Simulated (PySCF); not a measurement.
Isomers of C7H7F3O, mass 164.045 u with the commonest isotopes. Computed with PBE0/pcSseg-1 in PySCF (dipole) on a GFN2-xTB geometry, gas phase. One conformer each, none proved a minimum here; rigid rotors.

Question: Order these by rotational constant B, smallest first.
A. `[CH3:1][CH2:2][C@@H:3]1[CH:4]=[C:5]([C:6]([F:7])([F:8])[F:9])[C:10]1=[O:11]` with C1–C2–C3–C4 47°
B. `[CH2:1]=[CH:2][CH2:3][C:4](=[CH2:5])[C:6](=[O:7])[C:8]([F:9])([F:10])[F:11]` with C1–C2–C3–C4 -121°, C2–C3–C4–C5 21°, C3–C4–C6–O7 10°
C. `[CH3:1][CH2:2][CH2:3][c:4]1[c:5]([C:6]([F:7])([F:8])[F:9])[c:10]1=[O:11]` with C1–C2–C3–C4 66°, C2–C3–C4–C5 135°

Answer: B (576.8 MHz), C (606.5 MHz), A (714.0 MHz).

Question: Order these by dipole moment, smallest first.
A. `[CH2:1]=[CH:2][CH2:3][C:4](=[CH2:5])[C:6](=[O:7])[C:8]([F:9])([F:10])[F:11]` with C1–C2–C3–C4 -121°, C2–C3–C4–C5 21°, C3–C4–C6–O7 10°
B. `[CH3:1][CH2:2][C@@H:3]1[CH:4]=[C:5]([C:6]([F:7])([F:8])[F:9])[C:10]1=[O:11]` with C1–C2–C3–C4 47°
C. `[CH3:1][CH2:2][CH2:3][c:4]1[c:5]([C:6]([F:7])([F:8])[F:9])[c:10]1=[O:11]` with C1–C2–C3–C4 66°, C2–C3–C4–C5 135°

Answer: A (3.28 D), C (4.21 D), B (4.41 D).

Question: Order these by out-of-plane moment Σ m c² = (Ia + Ib − Ic)/2, largest first.
A. `[CH2:1]=[CH:2][CH2:3][C:4](=[CH2:5])[C:6](=[O:7])[C:8]([F:9])([F:10])[F:11]` with C1–C2–C3–C4 -121°, C2–C3–C4–C5 21°, C3–C4–C6–O7 10°
B. `[CH3:1][CH2:2][C@@H:3]1[CH:4]=[C:5]([C:6]([F:7])([F:8])[F:9])[C:10]1=[O:11]` with C1–C2–C3–C4 47°
C. `[CH3:1][CH2:2][CH2:3][c:4]1[c:5]([C:6]([F:7])([F:8])[F:9])[c:10]1=[O:11]` with C1–C2–C3–C4 66°, C2–C3–C4–C5 135°

Answer: B (100.83 u·Å²), C (55.89 u·Å²), A (54.30 u·Å²).

```
                    SMILES  point group  Ia (u·Å²)  Ib (u·Å²)  Ic (u·Å²)      κ  μa (D)  μb (D)  μc (D)
CC[C@@H]1C=C(C(F)(F)F)C1=O           C1     261.60     707.84     767.78  -0.91    2.79    2.93    1.76
      CCCc1c(C(F)(F)F)c1=O           C1     266.70     833.22     988.14  -0.86    2.20    3.57    0.44
    C=CCC(=C)C(=O)C(F)(F)F           C1     201.65     876.21     969.26  -0.94    2.63    1.95    0.00
```
